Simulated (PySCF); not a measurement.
**TDDFT excited states: C6H12OSi**

C₆H₁₂OSi.
InChI=1S/C6H12OSi/c1-6(2)8-5-3-4-7-8/h8H,1,3-5H2,2H3/t8-/m1/s1

Method used: TDDFT CAM-B3LYP/def2-SVPD, vertical, gas phase, core orbitals frozen in the response (PySCF 2.14.0, density-fitted response routines). The structure is a single PBE0-D3(BJ)/def2-SVP conformer in the gas phase; no vibrational or solvent corrections.

```csv
state,E (eV),E (kJ/mol),λ (nm),f,"main configurations (H = HOMO, L = LUMO)"
S1,6.54,631,189.5,0.0053,"H-1→L (63%), H-2→L (11%), H-3→L (9%)"
S2,6.88,664,180.2,0.323,H→L (86%)
S3,7.22,697,171.6,0.0099,"H→L+1 (73%), H→L+3 (15%)"
S4,7.33,707,169.1,0.0036,"H-1→L+2 (47%), H-1→L+1 (28%)"
S5,7.36,710,168.4,0.038,H→L+2 (77%)
S6,7.61,734,163.0,0.017,"H-2→L (35%), H-1→L (27%), H-3→L (14%)"
S7,7.81,754,158.7,0.0049,"H-1→L+1 (30%), H-2→L (18%), H-1→L+2 (11%)"
S8,7.95,767,155.9,0.0058,"H→L+3 (23%), H-2→L+1 (15%), H-3→L (13%)"
S9,8.01,773,154.8,0.025,"H-3→L (29%), H-2→L (19%), H-2→L+2 (13%)"
S10,8.19,790,151.4,0.013,"H-1→L+3 (26%), H-1→L+2 (12%), H-3→L+1 (12%)"
```

Triplets, Tamm–Dancoff:

| state | E (eV) | λ (nm) | main configurations (H = HOMO, L = LUMO) |
| --- | --- | --- | --- |
| T1 | 4.17 | 297.4 | H→L (79%) |
| T2 | 6.03 | 205.6 | H-1→L (54%), H-2→L (16%), H-3→L (13%) |
| T3 | 7.04 | 176.1 | H-1→L+2 (36%), H-1→L+1 (12%) |
| T4 | 7.07 | 175.5 | H→L+1 (47%), H→L+3 (20%), H-1→L+2 (8%) |

The lowest singlet lies at 6.54 eV (189 nm, vacuum ultraviolet) and is weak; its leading configuration is HOMO-1→LUMO (63%). The most intense listed level is S2 at 6.88 eV (180 nm, f = 0.323), 0.34 eV above S1. Löwdin shares by element: HOMO carbon 78% or more (atoms not listed hold the other 22%); LUMO carbon 55% or more, silicon 11%, hydrogen 6% or more (atoms not listed hold the other 28%). Of the 10 states listed, 5 reach f = 0.01 and none stays under 0.0005. Orbital energies (eV): HOMO-3 -10.13, HOMO-2 -9.82, HOMO-1 -9.11, HOMO -8.71, LUMO 0.92, LUMO+1 1.25, LUMO+2 1.51. The listed states span 1.65 eV. All these states lie below the vertical ionisation energy of 9.40 eV (ΔSCF). Only the lowest 10 singlets were computed, as vertical energies without vibronic structure.
